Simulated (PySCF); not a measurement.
**Computed NMR parameters against published values**

Molfile (atoms numbered from 1):
```
C11H9N
     RDKit          3D

 21 22  0  0  0  0  0  0  0  0999 V2000
    3.3339   -0.3544   -0.2690 C   0  0  0  0  0  0  0  0  0  0  0  0
    2.7230    0.7449   -0.8490 C   0  0  0  0  0  0  0  0  0  0  0  0
    1.3519    0.9018   -0.7684 C   0  0  0  0  0  0  0  0  0  0  0  0
    0.5709   -0.0393   -0.1012 C   0  0  0  0  0  0  0  0  0  0  0  0
   -0.8857    0.1233   -0.0168 C   0  0  0  0  0  0  0  0  0  0  0  0
   -1.5881   -0.1565    1.1543 C   0  0  0  0  0  0  0  0  0  0  0  0
   -2.9605    0.0174    1.1791 C   0  0  0  0  0  0  0  0  0  0  0  0
   -3.5892    0.4706    0.0288 C   0  0  0  0  0  0  0  0  0  0  0  0
   -2.9393    0.7312   -1.0927 N   0  0  0  0  0  0  0  0  0  0  0  0
   -1.6321    0.5589   -1.1134 C   0  0  0  0  0  0  0  0  0  0  0  0
    1.1954   -1.1399    0.4812 C   0  0  0  0  0  0  0  0  0  0  0  0
    2.5662   -1.2962    0.3951 C   0  0  0  0  0  0  0  0  0  0  0  0
    4.4048   -0.4767   -0.3347 H   0  0  0  0  0  0  0  0  0  0  0  0
    3.3183    1.4839   -1.3652 H   0  0  0  0  0  0  0  0  0  0  0  0
    0.8816    1.7689   -1.2085 H   0  0  0  0  0  0  0  0  0  0  0  0
   -1.0586   -0.4860    2.0373 H   0  0  0  0  0  0  0  0  0  0  0  0
   -3.5304   -0.1894    2.0720 H   0  0  0  0  0  0  0  0  0  0  0  0
   -4.6584    0.6340   -0.0008 H   0  0  0  0  0  0  0  0  0  0  0  0
   -1.1501    0.7645   -2.0607 H   0  0  0  0  0  0  0  0  0  0  0  0
    0.5997   -1.8872    0.9855 H   0  0  0  0  0  0  0  0  0  0  0  0
    3.0377   -2.1568    0.8469 H   0  0  0  0  0  0  0  0  0  0  0  0
  1  2  2  0
  2  3  1  0
  3  4  2  0
  4  5  1  0
  5  6  1  0
  6  7  2  0
  7  8  1  0
  8  9  2  0
  9 10  1  0
  4 11  1  0
 11 12  2  0
 12  1  1  0
 10  5  2  0
  1 13  1  0
  2 14  1  0
  3 15  1  0
  6 16  1  0
  7 17  1  0
  8 18  1  0
 10 19  1  0
 11 20  1  0
 12 21  1  0
M  END
```

Published estimates (parent shift plus substituent increments) and measurements: δ 13C C8 148.5; C10 148.4; C5 136.5; C6 134.1; C7 123.4; δ 1H H19 8.84; H18 8.56; H16 7.82; H17 7.33 ppm (estimated from measurements, as parent shift plus tabulated substituent increment; solution, not stated per compound (mostly CDCl3 or CCl4); Pretsch, Buehlmann, Badertscher, Structure Determination of Organic Compounds, 4th ed. (2009)).

Method: geometry from GFN2-xTB, shielding tensors at PBE0/pcSseg-1 (GIAO), in PySCF (a single conformation, in vacuum, no relativistic terms, rapidly exchanging positions averaged).

(1) What does the calculation give, and how does it compare?

(2) How far are the unscaled 13C shifts from the references?

(3) How far are the unscaled 1H shifts from the references?

Results:

(1) 
Reference values: estimated from measurements, as parent shift plus tabulated substituent increment (solution, not stated per compound (mostly CDCl3 or CCl4); Pretsch, Buehlmann, Badertscher, Structure Determination of Organic Compounds, 4th ed. (2009)).
| atoms | quantity | reference | computed | computed, scaled |
| --- | --- | --- | --- | --- |
| C8 | δ 13C | 148.5 | 154.5 | 148.4 |
| C10 | δ 13C | 148.4 | 154.8 | 148.7 |
| C5 | δ 13C | 136.5 | 143.0 | 137.2 |
| C6 | δ 13C | 134.1 | 140.6 | 134.8 |
| C7 | δ 13C | 123.4 | 128.3 | 122.9 |
| H19 | δ 1H | 8.84 | 9.12 | 8.70 |
| H18 | δ 1H | 8.56 | 9.00 | 8.58 |
| H16 | δ 1H | 7.82 | 8.02 | 7.65 |
| H17 | δ 1H | 7.33 | 7.53 | 7.19 |

Computed shifts are σ(ref) − σ with the named reference compound (TMS for H and C) calculated as an isolated molecule at the same level. The measured values may be among those fitted. Shieldings were converted by linear fits to measured shifts (mostly CDCl3, TMS scale, for H and C): 13C (scatter 2.1 ppm rms, 2.3 ppm with the 13 outliers that the fit left out); 1H (scatter 0.17 ppm rms, 0.18 ppm with the 4 outliers that the fit left out). A few per cent of atoms miss by over 2 rms, more outside the fitted compound classes.

(2) Mean signed difference +6.06 ppm, mean absolute 6.06 ppm over 5 comparisons; the largest is +6.5 ppm at C5 (substituted aromatic carbon).

(3) Mean signed difference +0.28 ppm, mean absolute 0.28 ppm over 4 comparisons; the largest is +0.44 ppm at H18 (hydrogen on an aromatic CH next to a ring nitrogen).
